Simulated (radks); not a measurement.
Question: Species: Er I. Configuration: [Xe] 4f12 6s2. Calculated with a radial shooting solver on a logarithmic mesh with Libxc functionals: scalar-relativistic Kohn-Sham, LDA (Slater exchange, Perdew-Wang correlation), spin-polarised, spherical densities, point nucleus; open shells are filled with parallel spins first (spin-orbit coupling, left out, can overturn this in heavy ions). Some entries of the table are withheld. Estimate them.

orbital,occ.,eigenvalue (eV),<r^2> (bohr^2),<1/r> (bohr^-1)
1s up,1,-57325.41,0.0005685,77.52
1s down,1,-57325.41,0.0005685,77.52
2s up,1,-9631.515,0.008844,18.04
2s down,1,-9631.475,0.008844,18.04
2p up,3,-8521.935,0.007191,16.67
2p down,3,-8521.905,0.007191,16.67
3s up,1,-2157.875,0.05815,6.650
3s down,1,-2157.000,0.05813,6.652
3p up,3,-1820.395,0.05852,6.215
3p down,3,-1819.524,0.05849,6.217
3d up,5,-1397.130,0.04879,5.893
3d down,5,-1396.451,0.04876,5.895
4s up,1,-425.7988,0.2919,2.813
4s down,1,-424.0339,0.2920,2.812
4p up,3,-314.7402,0.3311,2.573
4p down,3,-313.0064,0.3313,2.572
4d up,5,-165.9909,0.3960,2.272
4d down,5,-164.3020,0.3966,2.270
5s up,1,-52.4160,1.763,1.062
5s down,1,-51.6058,1.778,1.057
5p up,3,-26.8140,2.551,0.8756
5p down,3,-26.2315,2.586,0.8693
4f up,7,-4.0425,0.9431,1.652
6s up,1,-4.0128,17.81,(1)
6s down,1,-3.9615,18.05,(2)
4f down,5,-2.5940,1.026,1.632

Answer: 
(1) 6s up <1/r> (bohr^-1): 0.3180
(2) 6s down <1/r> (bohr^-1): 0.3158
